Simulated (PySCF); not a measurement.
Compound: trans-Sn(NH3)2Cl4.
Bonds: Sn1–N2, Sn1–N6, Sn1–Cl10, Sn1–Cl11, Sn1–Cl12, Sn1–Cl13. Hydrogens: H3, H4, H5 on N2; H7, H8, H9 on N6.

The calculation used PBE0-D3(BJ)/def2-SVP geometry optimisation, gas phase, def2 core potentials past Kr in PySCF 2.14.0.

(1) How far are the bound atoms from Sn1?

(2) List the angles at Sn1.

(3) What is the shape at Sn1?

(4) What are the other bond lengths?

## Answers

(1) 6 atoms: N6 2.265 Å, N2 2.265 Å, Cl12 2.403 Å, Cl13 2.404 Å, Cl11 2.404 Å, Cl10 2.404 Å. The nearest atom not counted as bound is H8, at 2.76 Å (others tie with it).

(2) 
| angle | degrees | distance of the outer atoms (Å) |
| --- | --- | --- |
| N2–Sn1–N6 | 180.0 | 4.53 |
| Cl10–Sn1–Cl11 | 179.5 | 4.81 |
| Cl12–Sn1–Cl13 | 179.4 | 4.81 |
| N6–Sn1–Cl10 | 90.6 | 3.32 |
| N2–Sn1–Cl13 | 90.5 | 3.32 |
| N2–Sn1–Cl12 | 90.1 | 3.31 |
| N2–Sn1–Cl11 | 90.1 | 3.31 |
| Cl10–Sn1–Cl12 | 90.0 | 3.40 |
| Cl11–Sn1–Cl13 | 90.0 | 3.40 |
| Cl11–Sn1–Cl12 | 90.0 | 3.40 |
| Cl10–Sn1–Cl13 | 89.9 | 3.40 |
| N6–Sn1–Cl11 | 89.9 | 3.30 |
| N6–Sn1–Cl12 | 89.9 | 3.30 |
| N6–Sn1–Cl13 | 89.5 | 3.29 |
| N2–Sn1–Cl10 | 89.4 | 3.29 |

(3) Octahedral: the three widest angles are 180.0°, 179.5° and 179.4°, the others run from 89.4° to 90.6°.

(4) N2–H3 and 5 like bonds 1.021 Å.

Charge 0, singlet. No frequency check.
